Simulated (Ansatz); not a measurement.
Two isomers of C2H3NTe: A = `NC1=C[Te]1`, B = `[TeH]C1=NC1`.

Computed with Ansatz on PBE0-D4/def2-TZVP structures; ΔE is electronic, products minus reactants. CCSD(T)/CBS adds triple-zeta CCSD(T) − MP2 to the extrapolated MP2 energy (def2 sets, frozen cores). Functionals use def2-TZVPP. B3LYP here is the variant with VWN-RPA as its local correlation; programs differ in this. Elements past krypton have def2 core potentials. For Te outer-core shells are correlated without core-valence functions, which leaves a few kJ/mol of doubt a bond. Each species was taken in one conformer, which may not be the lowest.

A:

```xyz
7

N     0.374   -1.077   -0.539
C     0.099    0.094    0.066
C    -0.638    1.139    0.165
Te    1.067    1.355    1.511
H     0.975   -1.711   -0.040
H    -0.382   -1.517   -1.043
H    -1.496    1.717   -0.121
```

B:

```xyz
7

Te   -1.232    1.226    1.544
C     0.208    0.432    0.302
N     1.410    0.605    0.001
C     0.654   -0.513   -0.698
H    -2.359    0.137    1.009
H     0.408   -0.357   -1.745
H     0.911   -1.530   -0.413
```

Q: Which is lower in electronic energy at CCSD(T)/CBS, and by how much? (An estimate is asked.)

A: The calculation gave: A, by 19.9 kJ/mol.

Q: Give E(B) − E(A) in kJ/mol with B3LYP-D4, PBE0-D4, BLYP-D4, CCSD(T)/def2-SVP, r2SCAN-D4, MP2/def2-TZVPP, B3LYP. (Best estimate.)

A: The calculation gave: B3LYP-D4 20.9, PBE0-D4 20.1, BLYP-D4 19.2, CCSD(T)/def2-SVP -9.2, r2SCAN-D4 16.5, MP2/def2-TZVPP 24.2, B3LYP 19.5. The order is the other way round with CCSD(T)/def2-SVP.

Q: Does the order hold for the free energy at 298.15 K (harmonic terms from PBE0-D4)? (An estimate is asked.)

A: Computed: Yes: G(B) − G(A) = +11.7 kJ/mol, for one conformer each.

Largest T1 diagnostic: 0.012.

At CCSD(T), def2-SVP lies −29.1 kJ/mol from the extrapolated value and def2-TZVPP −11.2 kJ/mol. Leaving LDA and LC-ωPBE aside and taking each functional with its dispersion term where it has one, the values, not all of them listed here, spread over 16.2 kJ/mol, from ωB97X-V to B3LYP-D4. LDA lies +17.9 kJ/mol from PBE without D4.
